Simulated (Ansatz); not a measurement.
Basis-set extrapolation for C$_{2}$H$_{6}$Cl$_{2}$Si (`CC[SiH](Cl)Cl`) (PBE0-D4/def2-TZVP geometry, frozen core, the Gaussian-basis code of Ansatz). Multiplicity 1, RHF reference.

```csv
,cc-pV(T+d)Z,cc-pV(Q+d)Z
HF,-1287.371406,-1287.387090
MP2 correlation,-0.850815,-0.921831
CCSD(T) correlation,-0.952739,not run
```

Energies in hartree. Use E(X) = E(∞) + A·exp(−5.46·√X) for Hartree–Fock and E(X) = E(∞) + B·X^(−3.05) for correlation, with X = 3 and 4, and add CCSD(T) minus MP2 of the smaller set to the MP2 limit.

Problem. What is the CCSD(T) energy at the basis-set limit?

Solution. HF limit: -1287.387090 + (-0.015684) × 0.30130 = -1287.39182. MP2 limit: -0.921831 + (-0.071016) × 0.71189 = -0.97239. Higher-order term: -0.952739 − (-0.850815) = -0.10192. Total: -1288.46613 hartree, 372.8 kJ/mol below CCSD(T)/cc-pV(T+d)Z.
